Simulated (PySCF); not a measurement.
**Ga2O, singlet: molecular constants**

Computed with PBE in PySCF with O def2-TZVP, Ga def2-TZVP; no relativity; density-fitted integrals.

The structure is a minimum.

```
Point group                                                                   : D∞h
Bond lengths                                                                  : O–Ga 1.826 Å (×2)
Bond angles                                                                   : Ga–O–Ga 180.0°
Principal polarisabilities                                                    : 60.9, 60.9, 110.0 bohr³
Principal quadrupole moments (Buckingham, traceless) about the centre of mass : -4.56, 2.28, 2.28 D Å
Enthalpy at 298.15 K above 0 K                                                : 14.37 kJ/mol
Zero-point energy                                                             : 7.1 kJ/mol
Rotational symmetry number                                                    : 2
Dipole moment                                                                 : 0.00 D
Highest occupied level                                                        : -5.40 eV
Lowest empty level                                                            : -1.81 eV
Entropy at 298.15 K and 1 bar                                                 : 291.8 J/(mol K)
Rotational constants                                                          : 0.03669 cm⁻¹
Atomisation energy without zero-point energy                                  : 925 kJ/mol
Heat capacity Cp at 298.15 K                                                  : 55.5 J/(mol K)
```

Harmonic modes (masses in u: O 15.995, Ga 68.926):
| symmetry | ω (cm⁻¹) | IR (km/mol, summed over degenerate members) | μ (u) |
| --- | --- | --- | --- |
| πu | 56 | 6.4 | 17.38 |
| σg+ | 280 | 0.0 | 68.93 |
| σu+ | 797 | 661 | 17.38 |

In D∞h the vibrations span πu + σg+ + σu+. The σg+ mode carries no infrared intensity, as symmetry demands. With a centre of inversion only u modes can be infrared active and only g modes Raman active.

Charges (e):
```tsv
atom	Mulliken	Löwdin	polar tensor	Mayer order to O1
O1	-0.34	-0.20	-1.18	–
Ga2,3	0.17	0.10	0.59	1.08
```

Mulliken populations on O1: s 3.77, p 4.57, d 0.00, f 0.00.

Outer orbital energies (eV). occupied: -19.09, -19.09, -18.51, -10.71, -7.08, -6.99, -6.99, -5.40; empty: -1.81, -1.81, -1.32, -1.32.

This need not be the most stable arrangement of these atoms.

The final relaxation and frequency run took 11 s on 4 threads of a shared Arm Neoverse V2 host, with 127 basis functions and 6 gradients; the process peaked at 0.97 GiB.
